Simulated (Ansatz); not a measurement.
Abridged output of a molecular run in Ansatz:

```
Functional definition: HF
822 factors; integrals over basis functions are off by at most 1.2e-3 eV
mean field evaluation 1: about -52489.9683 eV, gradient 3.7e1 eV
mean field evaluation 2: about -52490.0768 eV, gradient 3.7e1 eV
mean field evaluation 4: about -52493.2273 eV, gradient 4.1e0 eV
mean field evaluation 8: about -52493.2930 eV, gradient 4.7e-1 eV
mean field evaluation 32: about -52486.9331 eV, gradient 2.8e-1 eV
mean field -52493.29419121 eV, -1929.0929802942 hartree, gradient 2.9e-6 eV, S^2 0.000000; 0 other end points of the search recorded, 0 dependent functions left out; unrestricted orbitals would lower it
12 core orbitals not correlated: weight in the atoms' cores, before any rotation towards them, 1.000 or more for the frozen orbitals, at most 0.000 for the correlated occupied ones
reference -52493.29419121 eV, -1929.0929802942 hartree; 14, 14 occupied and 57, 57 virtual orbitals, 822 factors
second order -20.43535314 eV of doubles, -0.00000000 eV of singles
cycle   1  -19.45781969 eV  change    9.8e-1 eV  update   1.4e-1
cycle   2  -20.11529867 eV  change   -6.6e-1 eV  update   5.1e-2
cycle   3  -20.28355102 eV  change   -1.7e-1 eV  update   3.1e-2
cycle   4  -20.26972955 eV  change    1.4e-2 eV  update   1.1e-2
cycle   5  -20.26061227 eV  change    9.1e-3 eV  update   5.7e-3
cycle   6  -20.26278287 eV  change   -2.2e-3 eV  update   2.1e-3
cycle   7  -20.26280520 eV  change   -2.2e-5 eV  update   1.3e-3
cycle   8  -20.26239527 eV  change    4.1e-4 eV  update   6.1e-4
cycle   9  -20.26260387 eV  change   -2.1e-4 eV  update   3.6e-4
cycle  10  -20.26263707 eV  change   -3.3e-5 eV  update   1.4e-4
cycle  11  -20.26257566 eV  change    6.1e-5 eV  update   5.9e-5
cycle  12  -20.26261901 eV  change   -4.3e-5 eV  update   2.5e-5
cycle  13  -20.26262480 eV  change   -5.8e-6 eV  update   8.3e-6
perturbative correction -0.78341995 eV, -0.0287901520 hartree
Total energy: -52514.34023595 eV, -1929.8664081730 hartree
```

Its atoms:

```xyz
6

C    -0.3778   -0.0158   -0.4383
C     0.3807   -0.4663    0.5881
Zn    0.9349    1.4091    0.6686
O    -0.3984    1.2326   -0.8416
H    -1.0276   -0.7097   -0.9898
H     0.4882   -1.4499    1.0129
```

Problem. Which basis set was used?
A. def2-SVP
B. def2-SVPD
C. cc-pV(Q+d)Z
D. def2-TZVPP

Solution. A. It gives 83 functions.

Problem. Write the keys of the input that set method, charge and spin (a neutral closed shell needs none for the last two).

Solution. 
```yaml
correlation: {method: ccsd_t, frozen_orbitals: {C: 1, H: 0, O: 1, Zn: 9}}
```
